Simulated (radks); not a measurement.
Removal energies from the cobalt ion Co3+, [Ar] 3d(3/2: 4, 5/2: 2), by Delta-SCF beside the eigenvalue of the level emptied. Method: Dirac Kohn-Sham, relativistic LDA (MacDonald-Vosko exchange, VWN5 correlation), spin-unpolarised, spherical densities, finite nucleus; Fermi nuclear charge, rms radius of each element as measured or else 0.836 A^(1/3) + 0.57 fm; computed with a radial shooting solver on a logarithmic mesh with Libxc functionals. Sub-shells are occupied by j as written (lower j first in brackets).

| removed from | final configuration | Delta-SCF (eV) | -eigenvalue (eV) |
|---|---|---|---|
| 3d5/2 | [Ar] 3d(3/2: 4, 5/2: 1) | 55.547 | 45.375 |
| 3d3/2 | [Ar] 3d(3/2: 3, 5/2: 2) | 55.793 | 45.598 |
| 3p3/2 | [Ne] 3s2 3p(1/2: 2, 3/2: 3) 3d(3/2: 4, 5/2: 2) | 113.99 | 102.94 |
| 3p1/2 | [Ne] 3s2 3p(1/2: 1, 3/2: 4) 3d(3/2: 4, 5/2: 2) | 115.96 | 104.84 |
